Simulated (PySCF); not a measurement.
A geometry optimisation, step by step.

Compound: FeCl₂ (quintet state).
Bonds: Fe1–Cl2, Fe1–Cl3.

Computed by this run: PBE0-D3(BJ)/def2-SVP geometry optimisation, gas phase (PySCF 2.14.0); unrestricted, density fitting, grid level 1; the optimiser is geomeTRIC in internal coordinates, started from a GFN2-xTB structure with every atom displaced at random (about 0.03 Å). The frame can shift and turn from step to step; on so coarse a grid that alone can change the energy by a few meV, and forces under 0.02 eV/Å are noise.

Step 0: E = -59408.4013 eV, largest atomic force 2.792 eV/Å
```
atom  x, y, z in Å  |  force x, y, z in eV/Å
Fe1    -0.534   -0.420   -0.012   -1.174  -0.877  -0.680
Cl2     0.229    0.120    1.767    0.691   0.492   2.660
Cl3     0.288    0.203   -1.774    0.483   0.386  -1.980
```

Step 1: E = -59408.7183 eV, largest atomic force 1.196 eV/Å
```
atom  x, y, z in Å  |  force x, y, z in eV/Å
Fe1    -0.493   -0.390   -0.017   -0.118  -0.116  -0.288
Cl2     0.206    0.102    1.882    0.100   0.084   1.188
Cl3     0.271    0.191   -1.885    0.018   0.032  -0.900
```

Step 2: E = -59408.9255 eV, largest atomic force 0.519 eV/Å
```
atom  x, y, z in Å  |  force x, y, z in eV/Å
Fe1    -0.385   -0.313   -0.015    0.426   0.296  -0.029
Cl2     0.157    0.075    2.031   -0.207  -0.150   0.032
Cl3     0.211    0.140   -2.036   -0.218  -0.145  -0.003
```

Step 3: E = -59409.0100 eV, largest atomic force 0.553 eV/Å
```
atom  x, y, z in Å  |  force x, y, z in eV/Å
Fe1    -0.263   -0.224   -0.015    0.427   0.307   0.107
Cl2     0.099    0.027    2.125   -0.216  -0.149  -0.487
Cl3     0.148    0.100   -2.129   -0.210  -0.157   0.379
```

Step 4: E = -59409.0650 eV, largest atomic force 0.658 eV/Å
```
atom  x, y, z in Å  |  force x, y, z in eV/Å
Fe1    -0.121   -0.119   -0.014    0.197   0.142   0.175
Cl2     0.029   -0.021    2.173   -0.100  -0.070  -0.646
Cl3     0.075    0.043   -2.179   -0.097  -0.073   0.471
```

Step 5: E = -59409.0959 eV, largest atomic force 0.411 eV/Å
```
atom  x, y, z in Å  |  force x, y, z in eV/Å
Fe1    -0.029   -0.051   -0.012    0.034   0.025   0.175
Cl2    -0.018   -0.058    2.165   -0.016  -0.010  -0.410
Cl3     0.031    0.011   -2.173   -0.018  -0.015   0.235
```

Step 6: E = -59409.1044 eV, largest atomic force 0.091 eV/Å
```
atom  x, y, z in Å  |  force x, y, z in eV/Å
Fe1    -0.005   -0.032   -0.009   -0.001  -0.002   0.087
Cl2    -0.032   -0.070    2.145    0.000   0.001  -0.091
Cl3     0.021    0.005   -2.156    0.001   0.001   0.004
```

Step 7: E = -59409.1047 eV, largest atomic force 0.034 eV/Å
```
atom  x, y, z in Å  |  force x, y, z in eV/Å
Fe1    -0.006   -0.032   -0.007    0.000  -0.001   0.034
Cl2    -0.033   -0.072    2.141   -0.001  -0.001  -0.012
Cl3     0.022    0.007   -2.153    0.001   0.001  -0.023
```

Step 8: E = -59409.1048 eV, largest atomic force under 0.02 eV/Å
```
atom  x, y, z in Å  |  force x, y, z in eV/Å
Fe1    -0.005   -0.032   -0.007    0.000   0.000   0.014
Cl2    -0.034   -0.073    2.141   -0.001  -0.001  -0.003
Cl3     0.023    0.008   -2.154    0.001   0.001  -0.011
```

Question: Summarise the path.

Answer: The energy falls by 0.7035 eV from step 0 to step 8; nine tenths of that is first reached at step 4. It falls at every step. The largest force goes from 2.792 to under 0.02 eV/Å. Among the bonds Fe1–Cl2 changes most, from 2.010 to 2.148 Å; the atoms move by 0.556 Å rms after alignment.

The cost below is that of the whole optimisation. Time: 1.8 min wall; peak memory 0.31 GiB. Hardware: an Intel Xeon Platinum 8259CL at 2.50 GHz with one thread, shared host with 96 logical CPUs at a one-minute load of 70.
